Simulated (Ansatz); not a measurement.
Cost and result up the ladder for trans-Ti(PH3)2Br4 (TiP2H6Br4) (13 atoms). Total charge 0; singlet. Geometry: PBE-D4/def2-SVP.

Cartesian coordinates in Å:
```
Br 0.3901 0.9340 -2.2082
Br -0.3581 -1.3737 2.0019
Br 2.3312 0.3038 0.5776
Br -2.4304 0.1211 -0.3637
P 0.2346 -2.2278 -1.3150
P -0.2573 2.2109 1.3397
Ti -0.0325 -0.0119 0.0146
H 1.5251 -2.4882 -1.8690
H -0.5492 -2.3716 -2.4998
H -0.0131 -3.5022 -0.7139
H 0.2734 3.3828 0.7176
H 0.4216 2.2990 2.5926
H -1.5356 2.7238 1.7256
```

Ansatz on 4 threads of Arm Neoverse V2 on a shared host. Times are rough, and most runs start from the orbitals of an earlier one. No level here is sound enough to serve as a yardstick. Binding counts from free atoms at the same level (Br doublet, P quartet, Ti triplet, H doublet; other spins of the atoms weren't run), without zero-point energy or a counterpoise term.

Correlated methods freeze 51 core orbitals; core or outer-core shells of Br, Ti are correlated, in sets that lack core-valence functions. The rows differ in basis, and correlated rows in double-zeta sets carry the largest basis error. No other spin state of charge 0 was run. Another isomer (singlet) lies 0.35 eV lower at PBE0-D4/def2-TZVP; other spin states weren't run for this one.

Correlated methods converge slowly with the basis, most of all in double-zeta sets.

```json
{"level": "HF/STO-3G", "functions": "114", "wall time": "1.5 s", "binding energy per atom (eV)": "3.22"}
{"level": "PBE-D4/def2-SVP", "functions": "225", "wall time": "4.6 s", "binding energy per atom (eV)": "2.98"}
{"level": "PBE0-D4/def2-SVP", "functions": "225", "wall time": "9 s", "binding energy per atom (eV)": "2.84"}
{"level": "MP2/def2-SVP", "functions": "225", "wall time": "11 s", "binding energy per atom (eV)": "2.68"}
{"level": "PBE0-D4/def2-TZVP", "functions": "347", "wall time": "22 s", "binding energy per atom (eV)": "2.85"}
{"level": "B97M-V/def2-TZVP", "functions": "347", "wall time": "47 s", "binding energy per atom (eV)": "2.89"}
```
